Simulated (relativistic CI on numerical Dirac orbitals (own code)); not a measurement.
**Line list: Electric-dipole lines, F**

Method of calculation: Dirac-Coulomb-Breit CI, separate exchange-only KLI orbitals for each configuration, model QED (radiative potential, 1s self-energy scaled to tabulated hydrogen-like ionisation energies), valence Slater integrals scaled by 0.85, P86 correlation energy added to each configuration (own radial code, finite nucleus).

Configurations in the expansion (outside the closed core 1s2): 2s²2p⁵, 2s²2p⁴3s, 2s²2p⁴3p, 2s2p⁶, 2s²2p⁴4s, 2s²2p⁴3d, 2s²2p⁴4p, 2s²2p⁴5s, 2s²2p⁴4d, 2s²2p⁴4f, 2s²2p⁴5p, 2s²2p⁴5d, 2s²2p⁴5f, 2s²2p⁴5g. Levels of other configurations are missing.

```
λ vac (Å)               Lower                 Upper   A (s⁻¹)  log gf  S velocity/length
   6226.8  2s²2p⁴3s ⁴P5/2 [3]  2s²2p⁴3p ²P°3/2 [19]  2.53e+04   -3.23               0.87
   6333.8  2s²2p⁴3s ⁴P3/2 [4]  2s²2p⁴3p ²P°3/2 [19]  8.87e+03   -3.67               1.82
   6398.4  2s²2p⁴3s ⁴P1/2 [5]  2s²2p⁴3p ²P°3/2 [19]  1.31e+04   -3.49               1.00
   7142.9  2s²2p⁴3s ²P3/2 [6]  2s²2p⁴3p ²P°1/2 [20]  1.02e+07   -0.81               0.69
   7210.1  2s²2p⁴3s ²P3/2 [6]  2s²2p⁴3p ²P°3/2 [19]  3.70e+07    0.06               0.73
   7480.9  2s²2p⁴3s ⁴P5/2 [3]   2s²2p⁴3p ⁴P°3/2 [9]  2.34e+07   -0.11               0.93
   7548.5  2s²2p⁴3s ⁴P5/2 [3]   2s²2p⁴3p ⁴P°5/2 [8]  3.27e+07    0.22               0.94
   7574.3  2s²2p⁴3s ⁴P3/2 [4]  2s²2p⁴3p ⁴P°1/2 [10]  3.49e+07   -0.22               0.94
   7635.9  2s²2p⁴3s ⁴P3/2 [4]   2s²2p⁴3p ⁴P°3/2 [9]  6.05e+06   -0.67               0.94
   7666.9  2s²2p⁴3s ⁴P1/2 [5]  2s²2p⁴3p ⁴P°1/2 [10]  4.47e+06   -1.10               0.95
   7706.3  2s²2p⁴3s ⁴P3/2 [4]   2s²2p⁴3p ⁴P°5/2 [8]  6.78e+06   -0.44               0.95
   7730.1  2s²2p⁴3s ⁴P1/2 [5]   2s²2p⁴3p ⁴P°3/2 [9]  1.01e+07   -0.44               0.95
   9043.8  2s²2p⁴3s ²P3/2 [6]   2s²2p⁴3p ⁴P°5/2 [8]  5.97e+03   -3.36               0.98
```

Terms are leading LS components. Brackets give the number of a level in order of energy, since labels repeat. The list gives strong lines, with weight on those to low levels, among the lowest 169 of 264 levels, so that lines to higher ones, which can be the strongest, are missing, and without lines across small gaps between configurations, and without 176 lines that miss the measured interval by over 3.5 %, start from a term whose rates miss tabulated ones by over 60 %, have gauges far apart or, lacking measured levels, span too small a gap for the errors found; lines with a level outside our table were not tested and can miss by more. Levels whose partners in the same complex of configurations lie outside the list can be far off, and so can their lines. Rates are taken at the computed energies, electric ones in the length gauge. A velocity-to-length ratio far from 1 marks an uncertain rate.

For a near-neutral ion this model can misplace configurations by up to about 10,000 cm⁻¹ (more where the count of f electrons changes) and terms by 10 to 25 % of their spread. Rates follow the energies as ν³ (E1, M1) or ν⁵ (E2), so they and the lifetimes can be off by large factors. The fine structure of a lone outer electron comes out too small, for d and f at times inverted, and misplaced configurations move strength between like terms. 17 of the 19 excited levels that our extract of the measured tables holds in this range could be paired (the sources list more); they are missed by 4650 cm⁻¹ on average and 5287 at most, and levels without a partner can miss by more.

LS names give the leading component of a level, which can be under half, so a name can repeat, a term be missing and a line seem to break the LS rules.
